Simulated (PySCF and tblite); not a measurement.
Values are calculated unless marked as measured or tabulated.
C₁₀H₁₄, numbered as in [CH:1]#[C:2][C@H:3]1[CH2:4][C@@H:5]2[CH2:6][CH2:7][CH2:8][CH2:9][C@H:10]12.

Geometries GFN2-xTB; weights from CAM-B3LYP-D3(BJ)/pcSseg-1 (IEF-PCM, acetone) energies and GFN2-xTB thermal corrections, with symmetry numbers and mirror pairs. Conformers within 3 kcal/mol (GFN2-xTB free energy) were kept, 7 at most. (PySCF 2.14, tblite 0.8.)

The 4-ring runs over atoms 3–4–5–10. The 6-ring runs over atoms 5–6–7–8–9–10.

| conformer | shape | symmetry | E(GFN2) kcal/mol |
| --- | --- | --- | --- |
| 1 | 4-ring flat; 6-ring between boat and twist-boat (ring torsions -34, -21, 60, -42, -12, 52°) | C1 | 1.92 |
| 2 | 4-ring puckered (ring torsions -18, 18, -18, 18°); 6-ring chair (C3 axial) | C1 | 0.00 |
| 3 | 4-ring flat; 6-ring envelope (ring torsions -62, 68, -34, -4, 8, 24°) | C1 | 2.50 |
| 4 | 4-ring puckered (ring torsions 18, -18, 18, -18°); 6-ring chair (C4 axial) | C1 | 0.52 |
| 5 | 4-ring puckered (ring torsions -10, 10, -10, 10°); 6-ring between boat and twist-boat (ring torsions 40, 20, -64, 44, 15, -59°) | C1 | 1.31 |
| 6 | 4-ring flat; 6-ring between boat and twist-boat (ring torsions 63, -18, -42, 58, -13, -46°) | C1 | 1.57 |

Which of these conformers is the most populated at 298.15 K, and with what share?

Conformer 2, about 89 %.

Give the DFT energies and free energies relative to the lowest, and all weights.


```json
{"conformer": "1", "shape": "4-ring flat; 6-ring between boat and twist-boat (ring torsions -34, -21, 60, -42, -12, 52°)", "E(DFT) kcal/mol": "3.54", "G(298.15 K) kcal/mol": "3.54", "weight %": "0.2"}
{"conformer": "2", "shape": "4-ring puckered (ring torsions -18, 18, -18, 18°); 6-ring chair (C3 axial)", "E(DFT) kcal/mol": "0.00", "G(298.15 K) kcal/mol": "0.00", "weight %": "88.8"}
{"conformer": "3", "shape": "4-ring flat; 6-ring envelope (ring torsions -62, 68, -34, -4, 8, 24°)", "E(DFT) kcal/mol": "4.69", "G(298.15 K) kcal/mol": "4.19", "weight %": "0.1"}
{"conformer": "4", "shape": "4-ring puckered (ring torsions 18, -18, 18, -18°); 6-ring chair (C4 axial)", "E(DFT) kcal/mol": "1.30", "G(298.15 K) kcal/mol": "1.31", "weight %": "9.7"}
{"conformer": "5", "shape": "4-ring puckered (ring torsions -10, 10, -10, 10°); 6-ring between boat and twist-boat (ring torsions 40, 20, -64, 44, 15, -59°)", "E(DFT) kcal/mol": "3.00", "G(298.15 K) kcal/mol": "2.79", "weight %": "0.8"}
{"conformer": "6", "shape": "4-ring flat; 6-ring between boat and twist-boat (ring torsions 63, -18, -42, 58, -13, -46°)", "E(DFT) kcal/mol": "3.64", "G(298.15 K) kcal/mol": "3.31", "weight %": "0.3"}
```

How does its share change from 250 K to 373.15 K?

From 93 % to 82 %; the mixing entropy goes from 0.56 to 1.23 cal/(mol K).

GFN2-xTB leaves a saturated small ring flat here that puckers in reality.
